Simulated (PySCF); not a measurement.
Ge(H)(F)2(OMe) (CH4F2GeO), SMILES C[O][GeH]([F])[F].

Geometry: B3LYP-D3(BJ)/def2-SVP. The structure was generated by enumeration, and PubChem lists no compound with its InChIKey, so it may never have been made. Other conformers were not sampled.

These are TDA-B3LYP/def2-SVPD (PySCF 2.14.0) values and carry that method's errors.

Vertical excitations. The molecule is in vacuum. State labels are in the subgroup Cs.

```json
[
 {"state": "S1", "symmetry": "A\"", "energy (eV)": "6.85", "λ (nm)": "181", "f": "0.004", "main pairs": "HOMO→LUMO 98 %"},
 {"state": "S2", "symmetry": "A'", "energy (eV)": "7.54", "λ (nm)": "164", "f": "0.009", "main pairs": "HOMO−1→LUMO 67 %, HOMO→LUMO+1 31 %"},
 {"state": "S3", "symmetry": "A\"", "energy (eV)": "7.87", "λ (nm)": "158", "f": "0.007", "main pairs": "HOMO→LUMO+2 93 %"},
 {"state": "S4", "symmetry": "A'", "energy (eV)": "8.06", "λ (nm)": "154", "f": "0.093", "main pairs": "HOMO→LUMO+1 64 %, HOMO−1→LUMO 28 %"},
 {"state": "S5", "symmetry": "A\"", "energy (eV)": "8.14", "λ (nm)": "152", "f": "0.002", "main pairs": "HOMO→LUMO+3 94 %"},
 {"state": "S6", "symmetry": "A\"", "energy (eV)": "8.27", "λ (nm)": "150", "f": "0.001", "main pairs": "HOMO−1→LUMO+1 99 %"},
 {"state": "S7", "symmetry": "A'", "energy (eV)": "8.49", "λ (nm)": "146", "f": "0.013", "main pairs": "HOMO−1→LUMO+2 93 %"},
 {"state": "S8", "symmetry": "A'", "energy (eV)": "8.82", "λ (nm)": "141", "f": "0.031", "main pairs": "HOMO−1→LUMO+3 90 %"},
 {"state": "S9", "symmetry": "A\"", "energy (eV)": "8.85", "λ (nm)": "140", "f": "0.026", "main pairs": "HOMO→LUMO+4 97 %"},
 {"state": "S10", "symmetry": "A\"", "energy (eV)": "9.32", "λ (nm)": "133", "f": "0.009", "main pairs": "HOMO−3→LUMO 86 %"},
 {"state": "T1", "symmetry": "A\"", "energy (eV)": "6.47", "λ (nm)": "192", "f": "0", "main pairs": "HOMO→LUMO 90 %"},
 {"state": "T2", "symmetry": "A'", "energy (eV)": "7.07", "λ (nm)": "175", "f": "0", "main pairs": "HOMO−1→LUMO 88 %"},
 {"state": "T3", "symmetry": "A'", "energy (eV)": "7.39", "λ (nm)": "168", "f": "0", "main pairs": "HOMO→LUMO+1 94 %"},
 {"state": "T4", "symmetry": "A\"", "energy (eV)": "7.63", "λ (nm)": "163", "f": "0", "main pairs": "HOMO→LUMO+2 86 %"}
]
```
Triplets are in the Tamm–Dancoff approximation.
